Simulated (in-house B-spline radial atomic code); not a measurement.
## HSE06 excitations of Pd

Method: HSE06. Computed with a B-spline radial code for spherical atoms: linear response of the closed shell [Kr] 4d10 with the functional's adiabatic kernel; scalar-relativistic (spin-free one-electron X2C), finite nucleus, no spin-orbit coupling, no double excitations, S, P, D and F terms only; shells from n = 2 respond. Only terms of natural parity with L up to 3 were computed.

Command:
```bash
python run_td.py task.json out
```
Settings (radii: box in bohr, nucleus in fm):
```
Z                        46
electrons                46
configuration            [Kr] 4d10
hamiltonian              x2c
method                   hse06
box_radius               75
rms_radius               4.5318
intervals                77
```

Run time, properties included: 3 s on 1 thread of Intel(R) Xeon(R) 6975P-C (Granite Rapids) (shared host).

The lowest states, in the order of their Tamm-Dancoff energies; the method's threshold (minus the highest occupied level) is 5.017 eV. Labels give the largest channel, * marks a mixed state, and oscillator strengths are full-response dipole values. Semilocal kernels can invert the small singlet-triplet splittings of Rydberg terms. Energies in eV:

| state | full response | Tamm-Dancoff | oscillator strength |
| --- | --- | --- | --- |
| 4d → 5s 3D | 0.627 | 0.738 | - |
| 4d → 5s 1D | ? | ? | - |
| 4d → 5p 3P | ? | ? | - |
| 4d → 5p 3F | 4.110 | 4.131 | - |
| 4d → 5p 1F | 4.244 | 4.248 | - |
| 4d → 5p 1P | 4.562 | 4.612 | 0.305 |

(1) Where does 4d → 5s 1D lie?

(2) Where does 4d → 5p 3P lie?

(3) How large is the singlet-triplet splitting of 4d → 5s (D terms) in Tamm-Dancoff?

(4) What polarisabilities and dispersion coefficient does the method give?

Answers

(1) At 1.259 eV in full response, 1.296 eV in Tamm-Dancoff.

(2) At 4.008 eV in full response, 4.037 eV in Tamm-Dancoff.

(3) 0.558 eV, from the unrounded values.

(4) Dipole 27.01 bohr³, quadrupole 468.6 bohr⁵, C6 194.3 hartree·bohr⁶ for two such species. Recommended dipole value: 26.14 ± 0.1 bohr³ (Schwerdtfeger and Nagle, table of static dipole polarizabilities (2023 update)), which includes relativity and correlation.
